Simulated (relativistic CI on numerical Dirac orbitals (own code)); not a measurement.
**One change at a time: Pr LVII**

Base calculation: Dirac-Coulomb-Breit CI, orbitals from a KLI potential per configuration, model QED, unscaled Slater integrals.

CI space (outside the closed core 1s2): 2s, 2p, 3s, 3p, 3d, 4s, 4p, 4d, 4f, 5s, 5p, 5d, 5f, 5g. Levels of other configurations are missing.

The lowest level and the first level of each name with at least 55 % of one term (blank where a level has no safe partner in the second run):

```tsv
Level	Base (eV)	Shift (eV)
2s 2S_1/2	0.00	0.00
2p 2P°_1/2	136.16	-7.78
2p 2P°_3/2	684.43	+1.18
3s 2S_1/2	6699.04	+5.42
3p 2P°_1/2	6736.39	+3.36
3p 2P°_3/2	6899.46	+5.77
3d 2D_3/2	6910.50	+7.37
3d 2D_5/2	6959.26	+7.48
4s 2S_1/2	9005.46	+6.66
4p 2P°_1/2	9020.70	+5.83
4p 2P°_3/2	9089.21	+6.80
4d 2D_3/2	9093.85	+7.44
4d 2D_5/2	9114.49	+7.50
4f 2F°_5/2	9114.70	+7.52
```

At this charge energies of transitions that change n are usually good to better than 1 %, and those within a shell (Δn = 0) to a few per cent.

One thing was changed in a second run, which moved the levels as shown. Which?
A. one mean potential for all configurations
B. Breit term removed
C. valence Slater integrals scaled by 0.9
D. QED terms removed
E. configuration mixing switched off

B. Breit term removed. The Breit term mainly narrows fine-structure intervals, so removing it widens them.
